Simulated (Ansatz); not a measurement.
Ansatz results at the PBE0-D4/def2-TZVP geometry: LUMO energy (PBE0/def2-TZVPP) -0.24 eV; HOMO–LUMO gap (PBE0/def2-TZVPP) 5.87 eV; LUMO energy (PBE/def2-TZVPP) -1.23 eV.

Each molecule was computed in one conformer, which needn't be the lowest.

Task: Which molecule gave them?
A. `C=CC[Se]C=C`
B. `[GeH3][Se][GeH3]`
C. `O[Si](O)(O)[SeH]`
D. `[CH3][Zn][Se]C(C)C`

Result: A. The others give `[GeH3][Se][GeH3]`: -0.34, 6.52, -1.20; `[CH3][Zn][Se]C(C)C`: -0.65, 5.59, -1.44; `O[Si](O)(O)[SeH]`: 0.18, 7.27, -0.70.
